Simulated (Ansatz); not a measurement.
Start from `C=N[SiH](S)S` and change one atom or group to get `C=N[SiH2]S`.

Ansatz, PBE0-D4/def2-TZVP geometries, multiplicity 1. Each molecule was computed in one conformer, which needn't be the lowest.

| property | `C=N[SiH](S)S` |
| --- | --- |
| HOMO energy (B3LYP/def2-TZVPP) / eV | -7.05 |
| size of the dipole moment (ωB97M-V/def2-TZVPP) / D | 2.10 |
| HOMO–LUMO gap (PBE0/def2-TZVPP) / eV | 6.05 |
| HOMO–LUMO gap (PBE/def2-TZVPP) / eV | 3.79 |
| HOMO energy (PBE0/def2-TZVPP) / eV | -7.31 |
| HOMO–LUMO gap (B3LYP/def2-TZVPP) / eV | 5.56 |

(1) What does the change do to each property? (Best estimate.)

## Answers

(1) The calculation gave: 
```
                                          property  `C=N[SiH2]S`  shift
               HOMO energy (B3LYP/def2-TZVPP) / eV         -7.11  -0.06
size of the dipole moment (ωB97M-V/def2-TZVPP) / D          1.60  -0.50
              HOMO–LUMO gap (PBE0/def2-TZVPP) / eV          6.16   0.11
               HOMO–LUMO gap (PBE/def2-TZVPP) / eV          3.68  -0.11
                HOMO energy (PBE0/def2-TZVPP) / eV         -7.33  -0.02
             HOMO–LUMO gap (B3LYP/def2-TZVPP) / eV          5.70   0.14
```

The zero-point energy changes by -4.1 kJ/mol with -3 modes. Dipoles are sizes alone; their direction can turn.

B3LYP here is the variant with VWN-RPA as its local correlation; programs differ in this.
